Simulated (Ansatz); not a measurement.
Ligand exchange: C2H7BrSi + AuOH → C2H8OSi + AuBr

Species: C2H7BrSi `CC[SiH2]Br`, singlet; AuOH `[OH][Au]`, singlet; C2H8OSi `CC[SiH2]O`, singlet; AuBr (bromogold), singlet. The partners trade Br for OH: Si–Br and Au–OH bonds give way to Si–OH and Au–Br.

Shapes, held fixed at every level: PBE0-D4/def2-TZVP. Flexible molecules stand in one conformer, not always the lowest. Programs: Ansatz 0.2.0. The zero-point and thermal change to 298 K, harmonic and unscaled (PBE0-D4/def2-TZVP), is +2.7 kJ/mol.

```
                level                    kind  ΔH(298 K) (kJ/mol)  less CCSD(T)/def2-TZVPP  CPU time (sum over the molecules)
    PBE-D4/def2-TZVPP                     GGA              -132.5                    +22.0                               26 s
 r2SCAN-D4/def2-TZVPP                meta-GGA              -143.5                    +11.0                               48 s
r2SCAN0-D4/def2-TZVPP           global hybrid              -161.6                     -7.1                               47 s
   wB97X-V/def2-TZVPP  range-separated hybrid              -157.4                     -2.9                               74 s
    B2PLYP/def2-TZVPP           double hybrid              -154.0                     +0.5                               54 s
         MP2/def2-SVP     perturbation theory              -147.5                     +7.0                                  –
        CCSD/def2-SVP   coupled cluster or CI              -153.0                     +1.5                                  –
   CCSD(T)/def2-TZVPP   coupled cluster or CI              -154.5                      0.0                             17 min
```

The highest level, CCSD(T)/def2-TZVPP, gives ΔH(298 K) = -154.5 kJ/mol; the levels span -161.6 to -132.5. The column of differences is taken from that level and isn't an error. No measured value is set beside it here. T1 is large for AuOH (0.030), AuBr (0.022), so single-reference values are less sure there. For atoms past krypton def2 sets carry core potentials with scalar relativity. Relativity is left out for Br. Outer-core shells of Au, Br are correlated in most correlated rows, in sets that cover them unevenly. Times are processor times on shared x86 and Arm servers, and rough.
